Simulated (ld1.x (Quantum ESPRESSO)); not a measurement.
# Building the PAW potential for Nd (Z = 60) (PBEsol, fully relativistic).

ld1.x (Quantum ESPRESSO) 7.5 was run on this input:

```
&input
   title='Nd', zed=60., rel=2, dft='PBESOL', iswitch=3,
   config='[Xe] 4f4 5d0 6s0.5 6p0', rel_dist='average',
   nld=7, rlderiv=3.55, eminld=-4.0, emaxld=5.0, deld=0.02
 /
 &inputp
   pseudotype=3, lpaw=.true., tm=.true., lloc=-1, rcloc=2.95,
   nlcc=.true., new_core_ps=.true., rcore=0.50,
   which_augfun='BESSEL', rmatch_augfun=0.70,
   file_pseudopw='Nd.UPF', file_wfcaegen='ae.wfc', file_wfcncgen='nc.wfc', file_beta='beta', file_chi='chi', file_wfcusgen='us.wfc'
 /
8
6S  1  0   0.50   0.00  2.35  3.25  0.0
6S  1  0   0.00   1.80  2.35  3.25  0.0
5P  2  1   6.00   0.00  2.20  2.85  0.0
6P  3  1   0.00   0.00  2.20  2.85  0.0
5D  3  2   0.00   0.00  1.80  2.20  0.0
5D  3  2   0.00  -0.35  1.80  2.20  0.0
4F  4  3   4.00   0.00  0.75  0.95  0.0
4F  4  3   0.00  -0.05  0.75  0.95  0.0
 &test
   configts(1)='4f4 5p6 5d0 6s0.5 6p0'
 /
```

Command:

```bash
ld1.x < Nd.in > Nd.out
```

Output (shortened: banner, matrices, multipoles, cross overlaps and the repeated all-electron block are left out):

```
[... start of the log left out ...]
       Setting wfc to zero for this iteration
       (This warning will only be printed once per wavefunction)

       Zero norm: self consistency problem; state:  7 (l=  0, j=0.5)

       Warning: n=2, l=1 expected 0 nodes, found 1
       Setting wfc to zero for this iteration
       (This warning will only be printed once per wavefunction)

       Zero norm: self consistency problem; state:  3 (l=  1, j=0.5)
       Zero norm: self consistency problem; state:  7 (l=  0, j=0.5)
       Zero norm: self consistency problem; state:  3 (l=  1, j=0.5)
       Zero norm: self consistency problem; state:  7 (l=  0, j=0.5)
       Zero norm: self consistency problem; state:  3 (l=  1, j=0.5)
       Zero norm: self consistency problem; state:  7 (l=  0, j=0.5)
       Zero norm: self consistency problem; state:  1 (l=  3, j=2.5)
       Zero norm: self consistency problem; state:  2 (l=  3, j=3.5)
       Zero norm: self consistency problem; state:  3 (l=  1, j=0.5)
       Zero norm: self consistency problem; state:  4 (l=  1, j=1.5)
       Zero norm: self consistency problem; state:  7 (l=  0, j=0.5)
       Zero norm: self consistency problem; state:  1 (l=  3, j=2.5)
       Zero norm: self consistency problem; state:  2 (l=  3, j=3.5)
       Zero norm: self consistency problem; state:  3 (l=  1, j=0.5)
       Zero norm: self consistency problem; state:  4 (l=  1, j=1.5)
       Zero norm: self consistency problem; state:  7 (l=  0, j=0.5)
       Zero norm: self consistency problem; state:  1 (l=  3, j=2.5)
       Zero norm: self consistency problem; state:  2 (l=  3, j=3.5)
       Zero norm: self consistency problem; state:  3 (l=  1, j=0.5)
       Zero norm: self consistency problem; state:  7 (l=  0, j=0.5)

 %%%%%%%%%%%%%%%%%%%%%%%%%%%%%%%%%%%%%%%%%%%%%%%%%%%%%%%%%%%%%%%%%%%%%%%%%%%%%%
     Error in routine new_paw_hamiltonian (1):
     negative rho
 %%%%%%%%%%%%%%%%%%%%%%%%%%%%%%%%%%%%%%%%%%%%%%%%%%%%%%%%%%%%%%%%%%%%%%%%%%%%%%

     stopping ...
```

The run stopped because the pseudo-density turned negative during the self-consistent test, most likely because a state had been found with a wrong node count and its wave set to zero before.

The run took about 1.6 s on one core of a shared server CPU.
